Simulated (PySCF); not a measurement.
La(III) with different ligands

Computed with PySCF 2.14.0, PBE0, def2-SVP on the ligands, density fitting, scalar-relativistic core potentials, no spin-orbit coupling, vacuum. The metal has lcecp-1-SVP with ECP46. Each complex is relaxed within the symmetry of a template of the same shape. Distances are means of the shortest metal–ligand contacts, charges and spins Mulliken's. lcecp potentials hold a fixed number of 4f electrons in the core, out of states, spins and gaps.

| complex | point group | M–first ligand (Å) | charge on M (e) | dipole (D) | strongest infrared band, degenerate modes summed (cm⁻¹) | unstable modes (below −25 cm⁻¹) |
| --- | --- | --- | --- | --- | --- | --- |
| LaOCl | Cs | 1.894 | 0.89 | 7.71 | 823 | 0 |
| LaSF | Cs | 2.429 | 0.86 | 8.58 | 541 | 0 |
| LaO(OH) | Cs | 1.914 | 0.87 | 6.02 | 793 | 0 |

**Question.** What does the calculation give for LaOF?

**Answer.** point group: Cs, M–first ligand (Å): 1.906, charge on M (e): 0.97, dipole (D): 7.55, strongest infrared band, degenerate modes summed (cm⁻¹): 808, unstable modes (below −25 cm⁻¹): 0.
```xyz
3

La    0.0473    0.0000   -0.3898
O     1.5879    0.0000    0.7320
F    -1.7235    0.0000    0.8179
```

One start shape was tried for each, so a minimum needn't be the lowest isomer.
